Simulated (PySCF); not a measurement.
C2H5ClOSi, SMILES [Si@H](O)(C=C)Cl. Atoms are numbered in the order given.

```xyz
10

C      2.2017     1.2816    -0.2982
C      1.5473     0.1102    -0.4337
Si    -0.3181     0.0373    -0.4945
O     -0.9913     1.5080    -0.0635
Cl    -0.9138    -1.4838     0.8125
H      1.6540     2.2377    -0.2255
H      3.3030     1.3428    -0.2566
H      2.1292    -0.8272    -0.5051
H     -0.8817    -0.2727    -1.8417
H     -0.7803     1.8077     0.8388
```

Geometry: PBE-D3(BJ)/def2-SVP. The structure was generated by enumeration; whether it is a known compound was not checked. Other conformers were not sampled.

Computed with TDA-PBE0/def2-SVPD run with PySCF 2.14.0.

Vertical excitations. Isolated molecule, no solvent.

| state | energy (eV) | λ (nm) | f | main pairs |
|---|---|---|---|---|
| S1 | 6.27 | 198 | 0.005 | HOMO−1→LUMO 92 % |
| S2 | 7.04 | 176 | 0.031 | HOMO−2→LUMO 85 % |
| S3 | 7.20 | 172 | 0.056 | HOMO→LUMO+1 60 %, HOMO−3→LUMO 18 %, HOMO→LUMO 10 % |
| S4 | 7.23 | 171 | 0.033 | HOMO−3→LUMO 71 %, HOMO→LUMO+1 15 % |
| S5 | 7.49 | 166 | 0.383 | HOMO→LUMO 46 %, HOMO→LUMO+1 17 %, HOMO−1→LUMO+1 11 % |
| S6 | 7.60 | 163 | 0.034 | HOMO−1→LUMO+1 81 % |
| S7 | 7.86 | 158 | 0.002 | HOMO−4→LUMO 69 %, HOMO−5→LUMO 15 % |
| S8 | 8.07 | 154 | 0.076 | HOMO−2→LUMO+1 65 %, HOMO−3→LUMO+1 20 % |
| S9 | 8.10 | 153 | 0.020 | HOMO→LUMO+2 78 % |
| S10 | 8.25 | 150 | 0.076 | HOMO−1→LUMO+2 63 %, HOMO→LUMO+3 19 % |
| T1 | 4.07 | 305 | 0 | HOMO→LUMO 93 % |
| T2 | 5.73 | 216 | 0 | HOMO−1→LUMO 83 % |
| T3 | 6.89 | 180 | 0 | HOMO−2→LUMO 91 % |
| T4 | 7.00 | 177 | 0 | HOMO−3→LUMO 72 %, HOMO−1→LUMO 12 % |
Triplets are in the Tamm–Dancoff approximation.
